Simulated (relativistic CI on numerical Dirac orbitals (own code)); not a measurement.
# Hyperfine structure of Rh XII, mass number 103

Computed by Dirac-Coulomb-Breit CI, KLI orbitals optimised for each configuration, model QED (radiative potential, 1s self-energy scaled to tabulated hydrogen-like ionisation energies), unscaled Slater integrals (own radial code, finite nucleus).

CI space (outside the closed core [Ar] 3d10): 4s²4p⁴, 4s4p⁵, 4p⁶, 4s²4p³4d, 4s4p⁴4d, 4s²4p³4f, 4s4p⁴4f, 4p⁵4d, 4s²4p³5s, 4s4p³4d², 4s²4p³5p, 4s²4p²4d4f, 4p⁴4d², 4p³4d³, 4p³4d²4f, 4p³4d²5s. Double excitations out of closed p, d and f shells are left out; levels of such configurations are missing from the list, as are those of other unlisted configurations, and high levels can miss mixing partners. These lack a partner that the ground configuration has and come out too high: 4s²4p³5p.

Nuclear spin I = 1/2, μ = -0.08829 μN (tables of Stone and Pyykkö). The electronic factors are computed for point nuclear moments, without core polarisation or the Bohr-Weisskopf and QED corrections.

| Level | E (cm⁻¹) | A (MHz) |
| --- | --- | --- |
| 4s²4p⁴ ³P2 | 0 | -962.4 |
| 4s²4p⁴ ³P1 | 34631 | 194.8 |
| 4s²4p⁴ ¹D2 | 53586 | -2194 |
| 4s4p⁵ ³P°2 | 285126 | -5172 |
| 4s4p⁵ ³P°1 | 305135 | -2416 |
| 4s4p⁵ ¹P°1 | 370645 | -5550 |
| 4s²4p³4d ⁵D°2 | 400932 | -398 |
| 4s²4p³4d ⁵D°3 | 401396 | -329 |

Levels with J = 0, under 50 % of one LS term, or S terms without an open s electron are left out. Small factors come from cancelling terms and can be off by tens of per cent or more.

At this charge energies of transitions that change n are usually good to better than 1 %, and those within a shell (Δn = 0) to a few per cent.

Problem. Give the hyperfine levels of 4s²4p⁴ ³P2 relative to its centre of gravity.

Solution. With K = F(F + 1) − I(I + 1) − J(J + 1), E = AK/2: F = 3/2: 1444, F = 5/2: -962.4 MHz.

LS names give the leading component of a level, which can be under half, so a name can repeat, a term be missing and a line seem to break the LS rules.
